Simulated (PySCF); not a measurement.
C₂H₅O₂, SMILES [O]CCO, multiplicity 2.

Geometry: ωB97X-D3(BJ)/def2-SVP. The isomer is the one that the SMILES or the coordinates give; other isomers of the formula were not compared. The values are those of a single conformer.

Method: PySCF 2.14.0 with ωB97X-D3(BJ)/def2-SVP.

Harmonic, unscaled wavenumbers; measured fundamentals usually lie a few per cent lower.

```csv
mode,ν (cm⁻¹),IR (km/mol),moving atoms (share of kinetic energy)
1,150,6.8,"O 54 %, H 29 %, C 16 %"
2,272,30.4,"O 42 %, H 41 %, C 17 %"
3,315,104.5,"H 86 %, O 10 %"
4,421,88.4,"C 59 %, O 25 %, H 16 %"
5,540,83.0,"H 64 %, C 21 %, O 15 %"
6,884,4.6,"C 48 %, H 41 %, O 11 %"
7,973,23.4,"C 48 %, H 43 %, O 9 %"
8,1055,188.3,"C 39 %, H 37 %, O 24 %"
9,1135,24.9,"H 65 %, C 18 %, O 17 %"
10,1197,40.0,"H 40 %, C 31 %, O 29 %"
11,1256,6.7,"H 69 %, C 20 %, O 11 %"
12,1319,4.0,"H 88 %, C 9 %"
13,1383,2.4,"H 79 %, C 16 %"
14,1408,51.3,"H 78 %, C 18 %"
15,1489,11.2,"H 91 %, C 9 %"
16,1524,2.5,"H 87 %, C 13 %"
17,2963,42.2,H 95 %
18,3023,41.1,"H 90 %, C 10 %"
19,3035,64.7,H 93 %
20,3158,16.6,"H 91 %, C 9 %"
21,3882,37.6,H 94 %
```
